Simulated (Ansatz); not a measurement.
A search over several starts for the lowest SCF solution of MnBrO₃⁻, that is MnO3Br with one electron more at the given spin, in a small basis.

```yaml
crystal:
  periodic: [false, false, false]
  atoms:
    - {symbol: Mn, position_ang: [0.084279, 0.146009, 0.060728]}
    - {symbol: O, position_ang: [0.064687, 0.079406, 1.592912]}
    - {symbol: O, position_ang: [1.516368, 0.106584, -0.486971]}
    - {symbol: O, position_ang: [-0.685128, 1.366207, -0.460364]}
    - {symbol: Br, position_ang: [-0.980206, -1.698205, -0.706314]}
basis:
  gaussian: {orbitals: def2-SVP}
total_charge: -1
magnetization: {spin_polarized: true, initial_magnetization: 1}
hamiltonian: {xc: pbe0, dispersion: d4}
output: {orbitals: {seedname: orbitals}}
```

```sh
$ ansatz run in.yaml --threads 4 --pin off --events-out ev --progress --plain --max-ram 3916MiB
```

It prints (some lines left out):

```
Functional definition: PBE0
1037 factors; integrals over basis functions are off by at most 1.5e-3 eV
mean field evaluation 1: about -107441.6411 eV, gradient 9.4e1 eV
mean field evaluation 2: about -107061.9124 eV, gradient 2.9e2 eV
mean field evaluation 4: about -107435.9966 eV, gradient 1.0e2 eV
mean field evaluation 8: about -107470.7130 eV, gradient 5.8e0 eV
mean field evaluation 16: about -107470.9278 eV, gradient 3.2e-2 eV
mean field evaluation 32: about -107470.9279 eV, gradient 5.9e-4 eV
mean field evaluation 64: about -107470.9280 eV, gradient 2.5e-6 eV
mean field evaluation 96: about -107470.9278 eV, gradient 1.0e-2 eV
mean field -107470.92795247 eV, -3949.4837558418 hartree, gradient 2.6e-6 eV, S^2 0.773477; 12 other end points of the search recorded, 0 dependent functions left out
reference -107470.92800783 eV, -3949.4837578765 hartree; 43, 42 occupied and 62, 63 virtual orbitals, 1037 factors
Total energy: -107471.08173619 eV, -3949.4894072895 hartree
```

It took 23 s on 4 threads of Arm Neoverse V1 on a shared host.
